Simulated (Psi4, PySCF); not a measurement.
Input for Psi4:
```
memory 2 GB

molecule {
1 2
Li   -0.00000000   -0.00000000   -1.95078436
Cl    0.00000000    0.00000000    0.34425606
}

set {
  basis 6-31g**
  reference uks
  scf_type pk
  puream true
  d_convergence 1e-8
  dft_radial_points 99
  dft_spherical_points 590
}

energy('cam-b3lyp')
print_variables()
```

Q: Give the equivalent PySCF input.

A: One answer among several that fit: 
```python
from pyscf import gto, scf, dft

mol = gto.M(
    atom='''
Li   -0.00000000   -0.00000000   -1.95078436
Cl    0.00000000    0.00000000    0.34425606
''',
    basis='6-31g**',
    charge=1,
    spin=1,
    verbose=3,
)

mf = dft.UKS(mol)
mf.xc = 'camb3lyp'
mf.grids.atom_grid = (99, 590)
mf.grids.prune = None
mf.kernel()
```

Both were run: Psi4 gave -467.414202 Eh and PySCF -467.414202 Eh, 0.000 mEh apart.
